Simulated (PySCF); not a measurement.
```xyz
7
charge 0 multiplicity 1, angstrom
Ga    0.0000    0.0000    0.0000
O     1.7786    0.1195    0.0000
O    -0.9927    1.4806    0.0000
O    -0.7858   -1.6000    0.0000
H     2.2156   -0.7425    0.0000
H    -0.4648    2.2900    0.0000
H    -1.7508   -1.5475    0.0000
```

All numbers come from B3LYP/[Ga def2-SVP, O def2-SVP, H def2-SVP], no relativity, density fitting, PySCF.

This geometry of Ga(OH)₃ is a stationary point at this level.

Question: What is the point group?

Answer: C3h.

Question: Is it a minimum?

Answer: Yes: all harmonic wavenumbers are real.

Question: What are the dipole moment and the gap between the highest occupied and lowest empty levels?

Answer: 0.00 D and 7.22 eV.

Question: What is the atomisation energy, with and without zero-point energy?

Answer: 2409 kJ/mol without, 2303 kJ/mol with.

This need not be the most stable arrangement of these atoms.
